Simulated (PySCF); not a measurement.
## Zr²⁶⁺ (zirconium, charge +26): Hartree-Fock from Schrödinger to Dirac-Coulomb-Breit

Occupied: 1s1/2, 2s1/2, 2p1/2, 2p3/2, 3s1/2, 3p1/2. Hartree-Fock calculated with PySCF 2.14 in an uncontracted even-tempered set (17 s from 1.6 bohr⁻², ratio 2.7; 13 p from 1.9 bohr⁻², ratio 2.7), Gaussian nucleus throughout. NR is non-relativistic, sf-X2C the spin-free one-electron X2C Hamiltonian, X2C adds the bare one-electron spin-orbit term, X2C-SNSO screens it by Boettger's factors, DC is four-component Dirac-Coulomb, and the Gaunt and Breit terms are added at first order (total energies over the DC spinors, levels after relaxing the spinors in that mean field). QED terms are absent. Levels marked empty are virtual spinors of this ion; the basis has s and p functions only, so 3d, which can lie below the n = 4 levels, is absent.

| Hamiltonian | E (hartree) | E − E(DC) (hartree) | CPU seconds |
| --- | --- | --- | --- |
| X2C | -3132.8100 | 0.5911 | 0.29 |
| X2C-SNSO | -3132.7212 | 0.6799 | 0.56 |
| DC | -3133.4011 | 0.0000 | 15 |
| DC+Gaunt | -3131.3209 | 2.0801 | 24 |
| DC+Breit | -3131.5072 | 1.8938 | 79 |

```
   level (eV)       X2C  X2C-SNSO        DC  DC+Gaunt  DC+Breit
        1s1/2  -19348.6  -19348.8  -19360.7  -19327.7  -19329.9
        2s1/2   -3776.1   -3776.2   -3777.5   -3774.5   -3774.7
        2p1/2   -3566.9   -3563.6   -3564.0   -3558.8   -3559.4
        2p3/2   -3466.0   -3467.5   -3468.5   -3464.8   -3465.4
        3s1/2   -1407.9   -1408.0   -1408.3   -1407.6   -1407.7
        3p1/2   -1341.2   -1340.5   -1340.6   -1339.4   -1339.5
3p3/2 (empty)   -1263.2   -1263.6   -1263.8   -1263.0   -1263.1
4s1/2 (empty)   -693.26   -693.27   -693.37   -693.13   -693.16
```

```json
{"interval (eV)": "2p3/2 − 2p1/2", "X2C": "100.9", "X2C-SNSO": "96.09", "DC": "95.51", "DC+Gaunt": "93.94", "DC+Breit": "93.96"}
```

Weight of the small component: 1s1/2 0.0212, 2s1/2 0.00446, 2p1/2 0.00442, 2p3/2 0.00428, 3s1/2 0.00155, 3p1/2 0.00151, 3p3/2 0.00145, 4s1/2 0.000685.

Koopmans' value for the highest occupied level at DC+Breit: 1339.5 eV, against an ionisation energy of 1344 ± 3 eV (semi-empirical (NIST evaluation); NIST Atomic Spectra Database, ionization energies); the former lacks relaxation, correlation, QED and recoil.

The whole ladder took 120 s of wall time on 1 thread of Intel(R) Xeon(R) Platinum 8259CL CPU @ 2.50GHz (shared host), launched as `OMP_NUM_THREADS=1 python relrun2.py TASK.json OUT` (a driver that calls PySCF for each Hamiltonian).

Dirac-Coulomb iterations, started from the X2C spinors:

```
with_ssss True, with_gaunt False, with_breit False
light speed = 137.03599967994
init E= -3128.28034669829
cycle= 1 E= -3133.40091691246  delta_E= -5.12  |g|= 0.538  |ddm|= 0.0598
cycle= 2 E= -3133.40105722549  delta_E= -0.00014  |g|= 0.00949  |ddm|= 0.00694
cycle= 3 E= -3133.40105767435  delta_E= -4.49e-07  |g|= 0.000562  |ddm|= 0.000586
cycle= 4 E= -3133.401057676  delta_E= -1.65e-09  |g|= 2.74e-06  |ddm|= 2.87e-05
```
